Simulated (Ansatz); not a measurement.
A relaxation, step by step

BNH6OF2, singlet, PBE0-D4/def2-TZVP (Ansatz 0.2.0). Settings:

```yaml
hamiltonian: {xc: pbe0, dispersion: d4}
relax: {f_tol: 0.005, max_steps: 200}
```

Start, a step off a saddle point along its unstable mode:

```
11
angstrom
B -0.8003 -0.8103 -0.4854
H 0.0101 -0.2348 -1.2433
F -1.3706 -1.8542 -1.1830
F -1.7427 0.1679 -0.0706
H 0.7897 0.5810 1.0837
O -0.1065 -1.2548 0.7383
H 0.5277 0.7132 -0.4165
N 0.7932 1.2402 0.2829
H 0.1015 -2.1821 0.6668
H 1.7085 1.6766 0.1715
H 0.0893 1.9572 0.4556
```

```json
{"step": "1", "energy less the last (meV)": "1093.3", "largest force component (eV/Å)": "6.816"}
{"step": "3", "energy less the last (meV)": "428.4", "largest force component (eV/Å)": "0.475"}
{"step": "5", "energy less the last (meV)": "381.4", "largest force component (eV/Å)": "0.436"}
{"step": "7", "energy less the last (meV)": "326.1", "largest force component (eV/Å)": "0.668"}
{"step": "9", "energy less the last (meV)": "186.4", "largest force component (eV/Å)": "0.665"}
{"step": "11", "energy less the last (meV)": "59.2", "largest force component (eV/Å)": "0.755"}
{"step": "13", "energy less the last (meV)": "34.1", "largest force component (eV/Å)": "0.200"}
{"step": "15", "energy less the last (meV)": "26.0", "largest force component (eV/Å)": "0.095"}
{"step": "17", "energy less the last (meV)": "19.7", "largest force component (eV/Å)": "0.135"}
{"step": "19 (rejected trial)", "energy less the last (meV)": "23.3", "largest force component (eV/Å)": "0.604"}
{"step": "21", "energy less the last (meV)": "8.8", "largest force component (eV/Å)": "0.169"}
{"step": "23", "energy less the last (meV)": "4.1", "largest force component (eV/Å)": "0.080"}
{"step": "25", "energy less the last (meV)": "1.9", "largest force component (eV/Å)": "0.149"}
{"step": "27", "energy less the last (meV)": "0.7", "largest force component (eV/Å)": "0.041"}
{"step": "29", "energy less the last (meV)": "0.2", "largest force component (eV/Å)": "0.031"}
{"step": "31", "energy less the last (meV)": "0.0", "largest force component (eV/Å)": "0.006"}
{"step": "32", "energy less the last (meV)": "0.0", "largest force component (eV/Å)": "0.003"}
```

Step 5, positions (Å) and forces (eV/Å):

```tsv
atom	x	y	z	Fx	Fy	Fz
B1	-0.803	-0.806	-0.513	-0.035	0.092	-0.304
H2	-0.022	-0.356	-1.427	-0.071	-0.060	0.051
F3	-1.475	-1.919	-0.956	-0.014	-0.038	-0.036
F4	-1.663	0.263	-0.176	0.005	0.018	0.058
H5	0.714	0.315	0.846	-0.098	-0.235	0.166
O6	-0.006	-1.108	0.690	0.173	-0.406	0.285
H7	0.592	0.880	-0.629	0.084	0.211	0.155
N8	0.795	1.246	0.341	-0.115	-0.056	-0.322
H9	0.149	-2.057	0.776	-0.040	0.436	-0.024
H10	1.696	1.693	0.434	0.096	0.076	-0.032
H11	0.023	1.848	0.613	0.014	-0.039	0.004
```

Step 11, positions (Å) and forces (eV/Å):

```
atom       x       y       z      Fx      Fy      Fz
  B1  -0.999  -0.926  -0.661  -0.563  -0.356  -0.087
  H2  -0.267  -0.772  -1.621   0.033   0.003  -0.011
  F3  -1.657  -2.147  -0.648   0.271   0.550   0.039
  F4  -1.807   0.168  -0.403   0.137  -0.204  -0.069
  H5   0.512  -0.122   0.607   0.069   0.257   0.094
  O6  -0.071  -0.968   0.644  -0.111  -0.302   0.123
  H7   1.010   1.517  -0.583   0.052   0.113  -0.675
  N8   0.935   1.373   0.403   0.158   0.049   0.755
  H9   0.446  -1.776   0.689   0.060  -0.022  -0.060
 H10   1.766   1.749   0.849  -0.136  -0.038  -0.082
 H11   0.131   1.904   0.723   0.029  -0.051  -0.028
```

Step 13, positions (Å) and forces (eV/Å):

```tsv
atom	x	y	z	Fx	Fy	Fz
B1	-1.027	-0.937	-0.666	0.050	-0.005	0.000
H2	-0.280	-0.780	-1.617	-0.003	-0.021	-0.001
F3	-1.675	-2.141	-0.645	-0.014	0.090	0.018
F4	-1.814	0.160	-0.401	-0.013	-0.045	-0.002
H5	0.495	-0.113	0.650	-0.163	-0.140	-0.033
O6	-0.071	-0.987	0.656	0.091	0.112	0.024
H7	1.053	1.489	-0.588	-0.022	-0.003	0.171
N8	0.946	1.381	0.418	-0.078	-0.056	-0.200
H9	0.489	-1.770	0.635	0.032	0.022	-0.017
H10	1.755	1.778	0.871	0.132	0.060	0.063
H11	0.130	1.920	0.689	-0.013	-0.013	-0.024
```

Last step (32):

B1  (-1.120, -0.993, -0.594)
H2  (-0.654, -1.220, -1.694)
F3  (-1.989, -1.934, -0.132)
F4  (-1.571, 0.306, -0.426)
H5  (0.604, -0.115, 0.467)
O6  (0.135, -1.042, 0.448)
H7  (1.689, 1.739, -0.174)
N8  (0.963, 1.413, 0.452)
H9  (0.761, -1.727, 0.197)
H10  (1.115, 1.836, 1.359)
H11  (0.067, 1.736, 0.096)
(Å)

Hardware: 4 CPU threads of an Intel Xeon, shared host. Wall time about 2.6 min.
